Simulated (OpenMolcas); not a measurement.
Fe2+ (d6) among equal point charges was computed by CASSCF with the d shell active (OpenMolcas, ANO-RCC-VDZP on the metal). Its lowest spin-free states, and all those of the highest spin:

| 2S+1 | Degeneracy | E (cm-1) |
| --- | --- | --- |
| 5 | 2 | 0.0 |
| 5 | 3 | 5243 |
| 3 | 3 | 20569 |
| 3 | 2 | 22753 |
| 3 | 3 | 24656 |
| 3 | 3 | 24769 |
| 3 | 1 | 26668 |
| 3 | 3 | 27647 |
| 3 | 1 | 28319 |
| 3 | 3 | 28934 |
| 3 | 2 | 30221 |
| 3 | 3 | 30672 |

Question: Is the site octahedral, tetrahedral or cube-like, axial, or of lower symmetry?

Answer: The states with 2S+1 = 5 have orbital degeneracies 2, 3. Threefold states need a cubic site. For d6 at this spin an octahedron puts the threefold T2 below the twofold E and a tetrahedron or cube puts the twofold E below the threefold T2, so the site is a tetrahedron or a cube, which this pattern cannot tell apart. The first gap at this spin, 5240 cm-1, is |10Dq| in ligand-field theory. The run had Fe2+ among 8 point charges of -1.6 e arranged as a cube (Oh), 1.98 Å from the ion.

An orbital doublet at a regular site is open to a Jahn-Teller distortion, which this geometry leaves out. Without dynamic correlation the repulsion within the d shell is too large (B by tens of per cent), so at a given field states of lower spin stand too high. This is an electrostatic model: the charges have no orbitals. No measured value stands beside these numbers.
